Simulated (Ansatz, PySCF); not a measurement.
Ways to break one bond of N[Si](N)(N)Cl:

A. N[Si](N)(N)Cl -> N[Si](N)N + Cl atom
B. N[Si](N)(N)Cl → N[Si](N)Cl + [NH2] (NH2)

Quantity: bond dissociation energy (enthalpy at 298 K, with B3LYP-D3(BJ) rigid-rotor harmonic-oscillator terms from PySCF), kcal/mol. Structures are relaxed separately at B3LYP-D3(BJ)/def2-TZVP in Ansatz (a quantum-chemistry and plane-wave program), one conformer each, not searched for the lowest. Valence correlation only, unless marked. Open shells are spin-unrestricted. No spin-orbit coupling. No relativistic terms. CBS marks a two-point X^-3 extrapolation of the correlation energy; Hartree-Fock from the larger set.

```json
[
 {"": "A", "RI-HF/cc-pV(T+d)Z (Ansatz)": "94.5", "CCSD/cc-pV(Q+d)Z (Ansatz)": "117.2", "CCSD(T)/aug-cc-pV(T+d)Z (Ansatz)": "116.5", "CCSD(T)/CBS(aug-cc-pV(T+d)Z,aug-cc-pV(Q+d)Z) (Ansatz)": "?"},
 {"": "B", "RI-HF/cc-pV(T+d)Z (Ansatz)": "82.8", "CCSD/cc-pV(Q+d)Z (Ansatz)": "109.3", "CCSD(T)/aug-cc-pV(T+d)Z (Ansatz)": "109.1", "CCSD(T)/CBS(aug-cc-pV(T+d)Z,aug-cc-pV(Q+d)Z) (Ansatz)": "?"}
]
```

Q: Fill in the missing entries.

A: 
- A, CCSD(T)/CBS(aug-cc-pV(T+d)Z,aug-cc-pV(Q+d)Z) (Ansatz): 121.0
- B, CCSD(T)/CBS(aug-cc-pV(T+d)Z,aug-cc-pV(Q+d)Z) (Ansatz): 112.2
